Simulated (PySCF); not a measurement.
All of these have the formula C3H7NO2Si. Method used: TDDFT CAM-B3LYP/def2-SVPD, vertical, gas phase, core orbitals frozen in the response in PySCF. Geometries: GFN2-xTB; one conformer of each isolated species. Triplets are in the Tamm–Dancoff approximation. 'Strongest' means the level of largest summed f among the lowest 8 singlets; it needn't be the same kind of state in each.

Question: Rank by computed energy of the strongest computed level, lowest first.
A. `CC(=O)[SiH2]NC=O`
B. `C=NC(=O)CO[SiH3]`
C. `[H]/N=C/C(=C)O[SiH2]O`
D. `[SiH2](N=C)OC(=O)C`

Answer: C (5.35 eV), B (7.11 eV), A (7.33 eV), D (7.47 eV).

```
               SMILES  strongest (eV)  f (strongest)  f (S1)  gap (eV)  T1 (eV)  LUMO (eV)    S1 mainly
[H]/N=C/C(=C)O[SiH2]O            5.35           0.32   0.001      7.95     3.14      -0.65  H-2→L (57%)
     C=NC(=O)CO[SiH3]            7.11           0.09   0.000      8.55     4.01      -0.59  H-2→L (53%)
     CC(=O)[SiH2]NC=O            7.33           0.06   0.001      8.41     2.99      -0.23    H→L (95%)
     C=N[SiH2]OC(C)=O            7.47           0.09   0.000      8.73     3.41       0.06    H→L (97%)
```

H and L stand for HOMO and LUMO.
